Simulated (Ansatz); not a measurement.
The same path of C$_{2}$H$_{9}$AlGeSi (14 atoms, charge 0, multiplicity 1) was run twice with different band settings. The coordinate that changes most is the dihedral C2–Ge4–Si5–H12.

All numbers below come from RHF/def2-mTZVP in Ansatz 0.2.0.

Relaxed end points:

```xyz
14
Properties=species:S:1:pos:R:3
C -2.028 0.734 -0.401
C -0.989 -0.097 -0.473
Al -0.560 -0.836 -2.231
Ge -0.011 -0.519 1.177
Si 2.160 0.533 1.220
H -2.371 1.186 0.518
H -2.609 1.014 -1.267
H 0.653 -1.830 -2.416
H -1.465 -0.411 -3.455
H 0.172 -2.046 1.295
H -0.833 -0.043 2.393
H 2.906 0.221 -0.018
H 2.011 2.000 1.310
H 2.951 0.066 2.376
```

```xyz
14
Properties=species:S:1:pos:R:3
C -2.071 0.720 0.046
C -1.032 0.005 -0.384
Al -0.780 -0.128 -2.318
Ge 0.126 -0.861 0.945
Si 2.265 0.241 1.121
H -2.321 0.844 1.089
H -2.746 1.226 -0.628
H 0.421 -0.957 -2.922
H -1.817 0.612 -3.254
H 0.357 -2.334 0.548
H -0.574 -0.844 2.320
H 3.188 -0.532 1.975
H 2.876 0.393 -0.216
H 2.097 1.587 1.706
```

Common settings: movable images 5; climbing image yes; spring 5.0 eV/Å²; optimiser quadratic models (default); start path IDPP; end points relaxed.

| run | force threshold | iteration limit |
| --- | --- | --- |
| 1 | 0.03 eV/Å | 52 |
| 2 | 0.5 eV/Å | 60 |

Question: What does each run give, and how far can it be trusted?

Answer: Run 1: converged after 6 iterations, highest image 0.031 eV above the first end. A vibrational analysis at the climbing image gives one clearly imaginary mode, 74i cm⁻¹: a first-order saddle point.
Run 2: converged after 2 iterations, highest image 0.074 eV above the first end. The threshold of 0.5 eV/Å is loose, so the images may lie well off the minimum-energy path. The order of the stationary point at the top wasn't checked.
